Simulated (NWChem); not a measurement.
Everything below was run with NWChem. System: BiF₃, charge 0, spin multiplicity 1, at a geometry optimised with PBE/def2-SVP with def2 effective core potentials on Bi. The structure started from a generated list of species. Level: RHF/def2-TZVP with def2 effective core potentials on Bi.

The NWChem input:

```
start mol
memory heap 200 mb stack 900 mb global 1100 mb
geometry units angstroms nocenter noautoz
  Bi     0.002257     0.254083     0.000000
  F     -0.887492    -0.773234     1.525261
  F     -0.887492    -0.773234    -1.525261
  F      1.754167    -0.796745     0.000000
  symmetry group Cs
end
basis spherical
  * library def2-tzvp
end
ecp
  Bi library def2-ecp
end
scf
  rhf
  nopen 0
  maxiter 100
  thresh 1e-7
  semidirect memsize 60000000 filesize 0
end
task scf energy
```

Output (cleaned and shortened):

```
             Northwest Computational Chemistry Package (NWChem) 7.3.0
             --------------------------------------------------------

                                NWChem Input Module
                                -------------------

 Scaling coordinates for geometry "geometry" by  1.889725989
 (inverse scale =  0.529177249)

 Turning off AUTOSYM since
 SYMMETRY directive was detected!

                             Geometry "geometry" -> ""
                             -------------------------

 Output coordinates in angstroms (scale by  1.889725989 to convert to a.u.)

  No.       Tag          Charge          X              Y              Z
 ---- ---------------- ---------- -------------- -------------- --------------
    1 Bi                  83.0000     0.00225700     0.25408300     0.00000000
    2 F                    9.0000    -0.88749200    -0.77323400     1.52526100
    3 F                    9.0000    -0.88749200    -0.77323400    -1.52526100
    4 F                    9.0000     1.75416700    -0.79674500     0.00000000

 Effective nuclear repulsion energy (a.u.)     622.6451799207

            Nuclear Dipole moment (a.u.)
            ----------------------------
        X                 Y               Z
 ---------------- ---------------- ----------------
    -0.0000415740    -0.0000529123     0.0000000000

      Symmetry information
      --------------------

 Group name             Cs
 Group number              2
 Group order               2
 No. of unique centers     3

      Symmetry unique atoms

     1    2    4


 Summary of "ao basis" -> "" (spherical)
 ------------------------------------------------------------------------------
       Tag                 Description            Shells   Functions and Types
 ---------------- ------------------------------  ------  ---------------------
 *                         def2-tzvp                  on all atoms

 Summary of "ao basis" -> "ao basis" (spherical)
 ------------------------------------------------------------------------------
       Tag                 Description            Shells   Functions and Types
[...]
   Bfn.  Coefficient  Atom+Function         Bfn.  Coefficient  Atom+Function
  ----- ------------  ---------------      ----- ------------  ---------------
     5      0.468682  1 Bi s                  3     -0.409945  1 Bi s
     6      0.398411  1 Bi s                 11     -0.258963  1 Bi py
     2      0.246346  1 Bi s                 17      0.238994  1 Bi py
    14      0.191909  1 Bi py               119     -0.164990  4 F  py
    57     -0.163243  2 F  py                88     -0.163243  3 F  py

 Vector   26  Occ=0.000000D+00  E= 2.824693D-02  Symmetry=a'
              MO Center= -1.2D-01,  6.2D-01,  5.7D-11, r^2= 4.5D+00
   Bfn.  Coefficient  Atom+Function         Bfn.  Coefficient  Atom+Function
  ----- ------------  ---------------      ----- ------------  ---------------
    19      0.766215  1 Bi px                10     -0.340325  1 Bi px
    13      0.277803  1 Bi px                32      0.239318  1 Bi d -2
    16      0.213698  1 Bi px               117     -0.171092  4 F  s

 Vector   27  Occ=0.000000D+00  E= 2.825040D-02  Symmetry=a"
              MO Center=  1.3D-01,  6.2D-01, -1.3D-10, r^2= 4.5D+00
   Bfn.  Coefficient  Atom+Function         Bfn.  Coefficient  Atom+Function
  ----- ------------  ---------------      ----- ------------  ---------------
    21      0.766260  1 Bi pz                12     -0.340336  1 Bi pz
    15      0.277815  1 Bi pz                33      0.237686  1 Bi d -1
    18      0.213693  1 Bi pz

 Vector   28  Occ=0.000000D+00  E= 5.243302D-02  Symmetry=a'
              MO Center=  4.1D-03,  4.6D-01,  8.7D-15, r^2= 5.2D+00
   Bfn.  Coefficient  Atom+Function         Bfn.  Coefficient  Atom+Function
  ----- ------------  ---------------      ----- ------------  ---------------
    20      0.906997  1 Bi py                 5     -0.651472  1 Bi s
     3      0.288407  1 Bi s                 11     -0.272039  1 Bi py
    14      0.239773  1 Bi py                 4      0.224189  1 Bi s
     2     -0.187418  1 Bi s                 55      0.182079  2 F  s
    86      0.182079  3 F  s                117      0.182096  4 F  s

 center of mass
 --------------
 x =   0.00054124 y =   0.06096751 z =   0.00000000

 moments of inertia (a.u.)
 ------------------
         487.054869078544           1.286814611268           0.000000000000
           1.286814611268         631.312354837085           0.000000000000
           0.000000000000           0.000000000000         487.027637197083

  Mulliken analysis of the total density
  --------------------------------------

    Atom       Charge   Shell Charges
 -----------   ------   -------------------------------------------------------
    1 Bi  23    21.24   0.07 -0.62  1.80  0.79  1.21  0.61 -0.68  6.58  0.53  0.57  0.04  9.16  0.91  0.13  0.14  0.01
    2 F    9     9.59   0.77  1.20  0.60  1.00  0.40  2.22  2.27  1.12  0.00  0.01  0.00
    3 F    9     9.59   0.77  1.20  0.60  1.00  0.40  2.22  2.27  1.12  0.00  0.01  0.00
    4 F    9     9.59   0.77  1.20  0.60  1.00  0.40  2.22  2.27  1.12  0.00  0.01  0.00

       Multipole analysis of the density wrt the origin
       ------------------------------------------------

     L   x y z        total         open         nuclear
     -   - - -        -----         ----         -------
     0   0 0 0      0.000000      0.000000     50.000000

     1   1 0 0      0.021028      0.000000     -0.255948
     1   0 1 0      2.366209      0.000000    -28.808888
     1   0 0 1     -0.000000      0.000000      0.000000

     2   2 0 0    -36.297275      0.000000    149.526144
     2   1 1 0      0.038807      0.000000     -0.761074
     2   1 0 1      0.000000      0.000000      0.000000
     2   0 2 0    -31.944067      0.000000     64.136658
     2   0 1 1      0.000000      0.000000      0.000000
     2   0 0 2    -36.298087      0.000000    149.540390

 Task  times  cpu:        6.4s     wall:        6.4s

 Total times  cpu:        6.5s     wall:        6.5s
```
